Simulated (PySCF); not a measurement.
sulfur dioxide (O$_{2}$S), singlet, geometry from GFN2-xTB.

Here is a job for PySCF.
```python
from pyscf import gto, scf, dft

mol = gto.Mole()
mol.atom = '''
    S     0.013936   -0.004006    0.377829
    O    -0.033217    1.222429   -0.364198
    O     0.005345   -1.214416   -0.391460
'''
mol.basis = '6-31g**'
mol.charge = 0
mol.spin = 0
mol.verbose = 4
mol.build()

mf = dft.RKS(mol)
mf.xc = 'pbe0'
mf.kernel()
```

Problem. What does this run give for the HOMO-LUMO gap, dipole moment, number of basis functions, total energy?

Solution. 
```
Quantity                         Result
-------------------------  ------------
HOMO-LUMO gap                   6.14 eV
dipole moment                    1.86 D
number of basis functions            46
total energy               -548.2738 Eh
```
